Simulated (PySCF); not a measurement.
CH4GeO, neutral, multiplicity 1. Atoms are numbered in the order given.

```xyz
7

Ge     0.4595     0.1138     0.0000
C     -0.5831    -1.5660     0.0000
H     -1.2316    -1.5834    -0.8816
H     -1.2316    -1.5834     0.8816
H      0.0506    -2.4550     0.0000
O     -1.0020     1.1603     0.0000
H     -0.7767     2.0949     0.0000
```
Charge 0, spin multiplicity 1.

Geometry optimised at ωB97X-D3(BJ)/def2-TZVP. Other conformers were not sampled.

Computed with B3LYP/pcSseg-1 run with PySCF.

GIAO shieldings, no solvent; atoms alike by connectivity are averaged. δ = σ(ref) − σ: ⁷³Ge against GeH4 (σ = 1631.8 ppm); ¹³C against TMS (σ = 181.3 ppm); ¹H against TMS (σ = 31.68 ppm); ¹⁷O against H2O (σ = 333.8 ppm), references at their B3LYP-D3(BJ)/def2-TZVP geometries, non-relativistic.

Computed chemical shifts:
| nucleus | atoms | count | δ (ppm) |
|---|---|---|---|
| ⁷³Ge | Ge1 | 1 | 1403.9 |
| ¹³C | C2 | 1 | 36.6 |
| ¹H | H7 | 1 | 8.64 |
| ¹H | H3, H4, H5 | 3 | 1.09 |
| ¹⁷O | O6 | 1 | 339.8 |
